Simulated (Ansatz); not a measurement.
`CC([SiH3])=S` and `CC(=S)[NH][AlH2]` differ in one atom or group.

Ansatz, PBE0-D4/def2-TZVP geometries, multiplicity 1. 

| property | `CC([SiH3])=S` |
| --- | --- |
| HOMO–LUMO gap (PBE0/def2-TZVPP) / eV | 3.90 |
| HOMO energy (PBE/def2-TZVPP) / eV | -5.21 |
| HOMO–LUMO gap (ωB97M-V/def2-TZVPP) / eV | 8.22 |
| LUMO energy (PBE/def2-TZVPP) / eV | -3.40 |
| size of the dipole moment (PBE/def2-TZVPP) / D | 2.02 |
| LUMO energy (B3LYP/def2-TZVPP) / eV | -2.67 |

(1) What does the change do to each property? (Best estimate.)

Results:

(1) The calculation gave: 
```tsv
property	`CC(=S)[NH][AlH2]`	shift
HOMO–LUMO gap (PBE0/def2-TZVPP) / eV	4.12	0.22
HOMO energy (PBE/def2-TZVPP) / eV	-4.98	0.23
HOMO–LUMO gap (ωB97M-V/def2-TZVPP) / eV	7.99	-0.23
LUMO energy (PBE/def2-TZVPP) / eV	-2.79	0.61
size of the dipole moment (PBE/def2-TZVPP) / D	3.30	1.28
LUMO energy (B3LYP/def2-TZVPP) / eV	-2.21	0.46
```

With PBE0 the HOMO rises by 0.25 eV and the LUMO rises by 0.46 eV, so the gap widens by about 0.21 eV. PBE moves the HOMO by 0.23 eV and ωB97M-V by 0.23 eV. Dipoles are sizes alone; their direction can turn.

B3LYP here is the variant with VWN-RPA as its local correlation; programs differ in this.
